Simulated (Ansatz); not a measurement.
Molecule: tribromo(ethyl)germane, C2H5Br3Ge (charge 0, singlet). 
Coordinates optimised at B3LYP-D3(BJ)/def2-TZVP (Ansatz, a program for electronic structure):
```
C
H 1 1.0911
H 1 1.0911 2 108.00
C 1 1.5245 2 112.27 3 -124.31
H 4 1.0905 1 111.43 2 -179.43
H 4 1.0905 5 108.05 1 -122.73
H 4 1.0917 5 107.85 6 -116.34
Ge 1 1.9593 2 105.47 3 112.40
Br 8 2.3176 1 110.93 2 -57.08
Br 8 2.3205 1 110.61 2 -177.34
Br 8 2.3205 1 110.61 2 63.17
```

Basis-set convergence of Hartree-Fock and CCSD(T) correlation energies (hartree) with Ansatz. Valence correlation only, unless marked. No spin-orbit coupling. The frozen core is the preceding noble-gas configuration, with the filled d and f shells of earlier blocks. Non-relativistic.

| basis | functions | E(HF) | E(corr, CCSD(T)) |
|---|---|---|---|
| cc-pVDZ | 161 | -9871.29690 | -0.79995 |
| cc-pVTZ | 302 | -9871.62815 | -1.04764 |
| cc-pVQZ | 532 | -9871.64535 | -1.13211 |

Extrapolating the two largest sets (X = 3 and 4) as X^-3: E(corr) = (64·(-1.13211) - 27·(-1.04764))/37 = -1.1938 Eh, an estimate of the basis-set limit. The largest set recovers 94.8 % of it, the smallest 67.0 %.
